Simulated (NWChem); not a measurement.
System: C6H6N, doublet; SMILES Nc1cc[c]cc1

Input file for NWChem:

```
start job
memory heap 200 mb stack 900 mb global 1100 mb
geometry units angstroms noautoz
  N     -0.061726    -2.267800     0.000000
  C     -0.005781    -0.877767     0.000000
  C     -0.003765    -0.155941     1.220382
  C     -0.004519     1.252408     1.226222
  C     -0.007014     1.896004     0.000000
  C     -0.004519     1.252408    -1.226222
  C     -0.003765    -0.155941    -1.220382
  H      0.263260    -2.730144     0.849582
  H      0.263260    -2.730144    -0.849582
  H     -0.005382    -0.706399     2.175680
  H     -0.001336     1.799484     2.182661
  H     -0.001336     1.799484    -2.182661
  H     -0.005382    -0.706399    -2.175680
end
basis spherical
  N library def2-svp
  C library def2-svp
  H library def2-svp
end
dft
  odft
  mult 2
  xc xpbe96 cpbe96
  iterations 150
  mulliken
end
task dft energy
```

Output (shortened):

```
             Northwest Computational Chemistry Package (NWChem) 7.3.0
             --------------------------------------------------------

 CS  symmetry detected

                             Geometry "geometry" -> ""
                             -------------------------

 Output coordinates in angstroms (scale by  1.889725989 to convert to a.u.)

  No.       Tag          Charge          X              Y              Z
 ---- ---------------- ---------- -------------- -------------- --------------
    1 N                    7.0000    -0.05585040     2.27031462     0.00000000
    2 C                    6.0000    -0.00231371     0.88018678     0.00000000
    3 C                    6.0000    -0.00154828     0.15835837     1.22038200
    4 C                    6.0000    -0.00474224    -1.24998721     1.22622200
    5 C                    6.0000    -0.00835227    -1.89357792     0.00000000
    6 C                    6.0000    -0.00474224    -1.24998721    -1.22622200
    7 C                    6.0000    -0.00154828     0.15835837    -1.22038200
    8 H                    1.0000     0.26993613     2.73209488     0.84958200
    9 H                    1.0000     0.26993613     2.73209488    -0.84958200
   10 H                    1.0000    -0.00221161     0.70881834     2.17568000
   11 H                    1.0000    -0.00250706    -1.79706790     2.18266100
   12 H                    1.0000    -0.00250706    -1.79706790    -2.18266100
   13 H                    1.0000    -0.00221161     0.70881834    -2.17568000

 Effective nuclear repulsion energy (a.u.)     259.8299512009

      Symmetry information
      --------------------

 Group name             Cs
 Group number              2
 Group order               2
 No. of unique centers     8

  pbe96 is a nonlocal functional; adding pw91lda local functional.

                                 NWChem DFT Module
                                 -----------------

 Summary of "ao basis" -> "ao basis" (spherical)
 ------------------------------------------------------------------------------
       Tag                 Description            Shells   Functions and Types
 ---------------- ------------------------------  ------  ---------------------
 N                          def2-svp                 6       14   3s2p1d
 C                          def2-svp                 6       14   3s2p1d
 H                          def2-svp                 3        5   2s1p

      Symmetry analysis of basis
      --------------------------

        a'         73
        a"         55

            General Information
            -------------------
          SCF calculation type: DFT
          Wavefunction type:  spin polarized.
          No. of atoms     :    13
          No. of electrons :    49
           Alpha electrons :    25
            Beta electrons :    24
          Charge           :     0
          Spin multiplicity:     2
          Use of symmetry is: on ; symmetry adaption is: on
          Maximum number of iterations: 150
          AO basis - number of functions:   128
                     number of shells:    60
          Convergence on energy requested:  1.00D-06
          Convergence on density requested:  1.00D-05
          Convergence on gradient requested:  5.00D-04

              XC Information
              --------------
          PerdewBurkeErnzerhof Exchange Functional  1.000
            Perdew 1991 LDA Correlation Functional  1.000 local
           PerdewBurkeErnz. Correlation Functional  1.000 non-local

             Grid Information
             ----------------
          Grid used for XC integration:  medium
          Radial quadrature: Mura-Knowles
          Angular quadrature: Lebedev.
          Tag              B.-S. Rad. Rad. Pts. Rad. Cut. Ang. Pts.
          ---              ---------- --------- --------- ---------
          N                   0.65       49          12.0       434
          C                   0.70       49          12.0       434
          H                   0.35       45          13.0       434
          Grid pruning is: on
          Number of quadrature shells:   380
          Spatial weights used:  Erf1

      Superposition of Atomic Density Guess
      -------------------------------------

 Sum of atomic energies:        -282.98871882

      Non-variational initial energy
      ------------------------------

 Total energy =    -287.638364
 1-e energy   =    -894.517932
 2-e energy   =     347.049617
 HOMO         =      -0.182703
 LUMO         =      -0.013035

   Symmetry analysis of molecular orbitals - initial alpha
   -------------------------------------------------------

  Numbering of irreducible representations:

     1 a'          2 a"

  Orbital symmetries:

     1 a'          2 a'          3 a"          4 a'          5 a"
     6 a'          7 a'          8 a'          9 a'         10 a"
    11 a'         12 a"         13 a'         14 a'         15 a"
    16 a'         17 a"         18 a'         19 a"         20 a'
    21 a'         22 a"         23 a"         24 a'         25 a'
    26 a"         27 a'         28 a'         29 a'         30 a"
    31 a"         32 a'         33 a'         34 a"         35 a'

   Symmetry analysis of molecular orbitals - initial beta
   ------------------------------------------------------

  Numbering of irreducible representations:

     1 a'          2 a"

  Orbital symmetries:

     1 a'          2 a'          3 a"          4 a'          5 a"
     6 a'          7 a'          8 a'          9 a'         10 a"
    11 a'         12 a"         13 a'         14 a'         15 a"
    16 a'         17 a"         18 a'         19 a"         20 a'
    21 a'         22 a"         23 a"         24 a'         25 a'
    26 a"         27 a'         28 a'         29 a'         30 a"
    31 a"         32 a'         33 a'         34 a"         35 a'

     ---------------------------------------------
      Total Density - Mulliken Population Analysis
     ---------------------------------------------

    Atom       Charge   Shell Charges
 -----------   ------   -------------------------------------------------------
    1 N    7     7.40   1.99  1.02  0.39  2.50  1.49  0.01
    2 C    6     5.89   1.99  0.95  0.12  1.82  0.95  0.06
    3 C    6     6.10   1.99  0.97  0.31  1.97  0.83  0.03
    4 C    6     6.14   1.99  0.97  0.30  1.95  0.90  0.04
    5 C    6     6.03   1.99  1.02  0.31  1.80  0.88  0.04
    6 C    6     6.14   1.99  0.97  0.30  1.95  0.90  0.04
    7 C    6     6.10   1.99  0.97  0.31  1.97  0.83  0.03
    8 H    1     0.77   0.60  0.13  0.04
    9 H    1     0.77   0.60  0.13  0.04
   10 H    1     0.92   0.67  0.23  0.02
   11 H    1     0.90   0.66  0.21  0.02
   12 H    1     0.90   0.66  0.21  0.02
   13 H    1     0.92   0.67  0.23  0.02

     --------------------------------------------
      Spin Density - Mulliken Population Analysis
     --------------------------------------------

    Atom       Charge   Shell Charges
 -----------   ------   -------------------------------------------------------
    1 N    7     0.00   0.00  0.00 -0.00  0.00  0.00  0.00
    2 C    6    -0.00   0.00  0.00 -0.00  0.00  0.00  0.00
    3 C    6     0.05   0.00  0.01 -0.00  0.04  0.01  0.00
    4 C    6     0.04   0.00  0.01 -0.00  0.04 -0.00  0.01
    5 C    6     0.74   0.00  0.04  0.10  0.38  0.22  0.00
    6 C    6     0.04   0.00  0.01 -0.00  0.04 -0.00  0.01
    7 C    6     0.05   0.00  0.01 -0.00  0.04  0.01  0.00
    8 H    1     0.00   0.00  0.00  0.00
    9 H    1     0.00   0.00  0.00  0.00
   10 H    1     0.02   0.01  0.01  0.00
   11 H    1     0.02   0.01  0.00  0.00
   12 H    1     0.02   0.01  0.00  0.00
   13 H    1     0.02   0.01  0.01  0.00

   convergence    iter        energy       DeltaE   RMS-Dens  Diis-err
 ---------------- ----- ----------------- --------- --------- ---------
 d= 0,ls=0.0,diis     1   -286.2755367767 -5.46D+02  5.01D-03  1.48D-01
                                                     4.34D-03  1.45D-01
 d= 0,ls=0.0,diis     2   -286.3219248072 -4.64D-02  2.45D-03  5.56D-02
                                                     2.33D-03  5.42D-02
 d= 0,ls=0.0,diis     3   -286.3232474609 -1.32D-03  1.46D-03  4.98D-02
                                                     1.43D-03  5.01D-02
 d= 0,ls=0.0,diis     4   -286.3465090065 -2.33D-02  5.56D-04  3.75D-03
                                                     5.11D-04  3.48D-03
 d= 0,ls=0.0,diis     5   -286.3483811346 -1.87D-03  1.97D-04  6.25D-04
                                                     2.04D-04  6.17D-04
  Resetting Diis
 d= 0,ls=0.0,diis     6   -286.3487406433 -3.60D-04  5.26D-05  3.29D-05
                                                     4.25D-05  2.72D-05
 d= 0,ls=0.0,diis     7   -286.3487533777 -1.27D-05  4.94D-05  7.72D-06
                                                     6.28D-05  1.07D-05
 d= 0,ls=0.0,diis     8   -286.3487383686  1.50D-05  3.87D-05  4.26D-05
                                                     3.60D-05  3.87D-05
 d= 0,ls=0.0,diis     9   -286.3487596889 -2.13D-05  7.00D-06  2.78D-07
                                                     7.52D-06  3.10D-07
 d= 0,ls=0.0,diis    10   -286.3487598690 -1.80D-07  6.42D-06  2.51D-07
                                                     5.97D-06  2.77D-07

         Total DFT energy =     -286.348759869048
      One electron energy =     -900.379828212866
           Coulomb energy =      395.405941408157
    Exchange-Corr. energy =      -41.204824265209
 Nuclear repulsion energy =      259.829951200869

 Numeric. integr. density =       49.000017651429

                  Occupations of the irreducible representations
                  ----------------------------------------------

                     irrep           alpha         beta
                     --------     --------     --------
                     a'               16.0         15.0
                     a"                9.0          9.0

[...]
```

Level: PBE/def2-SVP, spin-unrestricted. In the optimisation the excess spin sits in a' (Cs, its own frame). Structure relaxed at the PBE-D3(BJ)/def2-SVP, spin-unrestricted level. No frequency run checked for a minimum. No stability test was run on the SCF state.
